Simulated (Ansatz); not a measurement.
Reaction (cleavage of the Si–Si bond): `O[SiH](F)[SiH2]S` + `C=N` → `C=N[SiH](O)F` + `[SiH3]S`

Isolated molecules relaxed with PBE0-D4/def2-TZVP in Ansatz; ΔE leaves out vibrations. CCSD(T)/CBS adds triple-zeta CCSD(T) − MP2 to the extrapolated MP2 energy (def2 sets, frozen cores). This one scheme is used for every species. Functionals use def2-TZVPP. Each species was taken in one conformer, which may not be the lowest.

```tsv
level	ΔE (eV)
B2PLYP	-0.70
PBE	-0.45
PBE0	-0.54
SCS-MP2/def2-TZVPP	-0.75
MP2/def2-QZVPP	-0.73
SCS-MP2/def2-QZVPP	-0.75
MP2/CBS(def2)	-0.72
CCSD/CBS(def2)	-0.68
```

**Question.** What does CCSD(T)/CBS give? (An estimate is asked.)

**Answer.** Ansatz gave: -0.64 eV. The listed levels differ from it by -0.06, 0.19, 0.10, -0.11, -0.09, -0.11, -0.08, -0.04 eV.

Largest T1 diagnostic among the species: 0.013.

In def2-TZVPP, CCSD(T) changes the Hartree–Fock value by +0.26 eV (the triples alone add +0.04 eV) and MP2 by +0.18 eV. From PBE to PBE0 (25 % exact exchange), in def2-TZVPP and without D4, ΔE moves by −0.09 eV.
